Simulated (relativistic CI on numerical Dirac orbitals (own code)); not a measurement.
## Ti4+ in a cubic cluster: L2,3 absorption with charge transfer

Computed with a charge-transfer multiplet model of a cubic metal-ligand cluster with up to 2 ligand holes, Slater and spin-orbit integrals from Dirac-Coulomb-Breit ions, Slater integrals scaled by 0.9. The ground state mixes d0 with configurations of k ligand holes L, whose averages lie at kΔ + k(k − 1)U_dd/2; a core hole lowers each added d electron by U_cd. 300 K, Lorentzian 0.4 eV and Gaussian 0.3 eV FWHM.

Atomic integrals in eV (Slater integrals scaled, ζ unscaled), ground: F2dd 7.400, F4dd 4.602, zeta_d 0.013; with the core hole: F2dd 7.400, F4dd 4.602, zeta_d 0.032, zeta_core 3.741, F2cd 5.699, G1cd 4.259, G3cd 2.418. Where a configuration has fewer than two d electrons, the dd integrals are those of d2.

Cluster parameters (eV): U_dd = 5.4, U_cd = 6.3, 10Dq = 1.95, 10Dq(ligand) = 0.1, V(eg) = 2.45, V(t2g) = -1.19, final-state hopping factor = 0.9.

```tsv
Case	n_d	d0	d1L	d2L2	S
Δ = -0.2 eV	0.90	0.27	0.56	0.17	0.00
Δ = 0.8 eV	0.81	0.33	0.53	0.14	0.00
Δ = 2.8 eV	0.63	0.45	0.46	0.09	0.00
```

Weights, n_d and S are thermal averages at 300 K. Photon energies count from the first peak over 30 % of the highest in each spectrum, which can be another peak from case to case. The parameters are a model scan and need not match a compound or its usual spin state. Peaks in eV (height, largest 100):
- Δ = -0.2 eV: 0.0 (32), 2.5 (59), 4.5 (27), 5.7 (38), 6.4 (29), 7.5 (42), 8.4 (100)
- Δ = 0.8 eV: 0.0 (34), 2.5 (65), 4.8 (28), 5.5 (40), 7.6 (55), 8.5 (100)
- Δ = 2.8 eV: 0.0 (31), 2.5 (55), 5.5 (49), 8.0 (100)

A d0 ion has no d-d gap: its lowest excitations are ligand-to-metal charge transfer. With the core hole the configuration with one ligand hole lies at Δ + U_dd − U_cd = -1.1, -0.1, 1.9 eV from the one without, in the order of the table; where this is negative the screened configuration lies lower, though the effective hopping of about 4.9 eV (from the holes of the mixed ground state) mixes the two strongly wherever it is as large as the gap.

With at most 2 ligand holes the space is cut while the next configuration still counts, so covalency is underestimated, and a final configuration with one more ligand hole, which can lie low, is missing from the spectra.
